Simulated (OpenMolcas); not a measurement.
Ag2+: moving or changing the point charges

Ag2+ among 3 point charges of -2 e arranged as a planar triangle (D3h), 1.88 Å from the ion.
```
   1.8800    0.0000    0.0000  -2.00
  -0.9400    1.6281    0.0000  -2.00
  -0.9400   -1.6281    0.0000  -2.00
```

| Quantity | Value |
| --- | --- |
| Program | OpenMolcas |
| Method | SS-CASPT2, IPEA 0.25 Eh, imaginary shift 0.1 Eh (closed shells correlated: 4s 4p) |
| Basis | ANO-RCC-VDZP [6s5p3d1f] |
| Scalar Hamiltonian | DKH2, point nucleus |
| Active space | 9 electrons in 5 orbitals (4d) |
| State averaging | 2S+1 = 2 even, 5 roots |
| Spin-orbit coupling | RASSI with atomic mean-field integrals over the reference wave functions |

Runs around this geometry, states (labels of D3, the rotations of D3h). Energies in cm-1 above the lowest state or level, χT in cm3 K/mol.

| R (Å) | q (e) | Ground state | First state of that spin | First gap with spin-orbit (degeneracies) | χT at 300 K |
| --- | --- | --- | --- | --- | --- |
| 1.88 | -1 | 2E | 2E 7080 | 3070 (2, 2) | 1.182 |
| 1.69 | -2 | 2E | 2E 17830 | 3520 (2, 2) | 1.133 |
| 1.88 | -2 | 2E | 2E 13490 | 3470 (2, 2) | 1.154 |

Taking the first state of the same spin as R^-n, n = -ln(13490 / 17830) / ln(1.88 / 1.69) = 2.6 between the shortest and longest distance.

Scaling the charges by -1 / -2 = 0.50 scales the first state of the same spin by 7080 / 13490 = 0.52; with fixed orbitals a first-order splitting would follow the charge.

Roots that are degenerate in the reference are averaged as groups; the widest CASPT2 spread within a group is 68 cm-1 (the 2-fold group of multiplicity 2 near 0 cm-1 above the lowest state of its run, R = 1.88, q = -1). Shifts and gaps below about the spread of the groups concerned are not significant. An orbital doublet at a regular site is open to a Jahn-Teller distortion, which this geometry leaves out. Free-ion shares, where given, are those of the reference states; single-state CASPT2 does not remix them. This is an electrostatic model: the charges have no orbitals. No measured value stands beside these numbers.
